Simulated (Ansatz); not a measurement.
Species: AlH2Br, charge 0, singlet. AlH2Br (SMILES [AlH2][Br]).
B3LYP-D3(BJ)/def2-TZVP minimum from Ansatz (a quantum-chemistry and plane-wave program):
```xyz
4

Al    -0.8371    -1.2928     0.2338
H     -0.3299    -2.2997     1.3256
H     -2.1255    -1.4924    -0.6400
Br     0.3811     0.5885    -0.1064
```

Total energies in hartree (Ansatz). Open shells are spin-unrestricted; no spin-orbit coupling. Cores are frozen in correlated methods (noble-gas shells, and filled d and f shells in the p block). No relativity. Where a partner has so few electrons that a lower coupled-cluster level is exact, that level stands in. Spin-orbit terms, left out, reach several kcal/mol for Br and I, and more for heavier atoms.

```tsv
species	HF/def2-TZVPP	CCSD(T)/def2-TZVPP	HF/def2-QZVPP	CCSD(T)/def2-QZVPP	CCSDT(Q)/def2-TZVPP
1: AlH2Br (SMILES [Br][AlH2])	-2815.56529	-2815.84628	-2815.62183	-2815.92677	-2815.84740
2: Al (doublet)	-241.87439	-241.92630	-241.88067	-241.93422	-241.92678
3: H (doublet)	-0.49981	-0.49981	-0.49998	-0.49998	-0.49981
4: Br (doublet)	-2572.39810	-2572.55635	-2572.44770	-2572.62201	-2572.55702
```

Task: Work out the atomisation energy (electronic, to ground-state atoms) in kcal/mol: take Hartree-Fock from def2-QZVPP, extrapolate the CCSD(T) correlation energy as X^-3 (X = 3, 4), and add CCSDT(Q) - CCSD(T) in def2-TZVPP. 1 hartree = 627.51 kcal/mol.

Result: 
Species 1: correlation (64·(-0.30494) - 27·(-0.28099))/37 = -0.32242; step -0.00112; E1 = -2815.62183 + (-0.32242) + (-0.00112) = -2815.94537
Species 2: correlation (64·(-0.05355) - 27·(-0.05191))/37 = -0.05475; step -0.00048; E2 = -241.88067 + (-0.05475) + (-0.00048) = -241.93590
Species 3: correlation (64·(0.00000) - 27·(0.00000))/37 = 0.00000; step +0.00000; E3 = -0.49998 + (0.00000) + (+0.00000) = -0.49998
Species 4: correlation (64·(-0.17431) - 27·(-0.15825))/37 = -0.18603; step -0.00067; E4 = -2572.44770 + (-0.18603) + (-0.00067) = -2572.63440
-1·E1 +1·E2 +2·E3 +1·E4 = 0.37511 hartree = 235.4 kcal/mol.
